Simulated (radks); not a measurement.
Q: Excited configurations of Sb2+: one electron is placed in a higher orbital outside [Kr] 4d10 5s2. The ground configuration is [Kr] 4d10 5s2 5p1. Calculated with a radial shooting solver on a logarithmic mesh with Libxc functionals: non-relativistic Kohn-Sham, PBEsol, spin-polarised, spherical densities, point nucleus; open shells are filled with parallel spins first (spin-orbit coupling, left out, can overturn this in heavy ions); relativity is left out, which matters for an element this heavy. Excitation = E - E(ground); binding = E(ion) - E, where the ion is the core of charge +3; n* = 3/sqrt(2 binding) in atomic units, and the quantum defect is n - n*.

outer orbital  excitation (eV)  binding (eV)     n*  quantum defect  eigenvalue (eV)  <r> (bohr)
5d                      10.655        13.957  2.962           2.038          -11.270       3.593
6d                      16.707         7.905  3.936           2.064           -6.683       7.122
6f                      20.412         4.200  5.399           0.601           -3.542       12.92
7d                      19.491         5.121  4.890           2.110           -4.411       11.48
7f                      21.524         3.088  6.298           0.702           -2.655       18.49

Estimate the row for 7s.

A: excitation (eV) 16.787; binding (eV) 7.825; n* 3.956; quantum defect 3.044; eigenvalue (eV) -6.760; <r> (bohr) 8.128. The Delta-SCF ionisation energy is 24.612 eV (NIST Atomic Spectra Database: 25.324 eV, measured). Self-interaction in the functional shifts the binding energies and quantum defects, so they are the method's values and not measured ones. Relativity is left out here, which matters for elements this heavy. Open shells are spherical and high-spin; term and fine-structure splittings are not resolved.
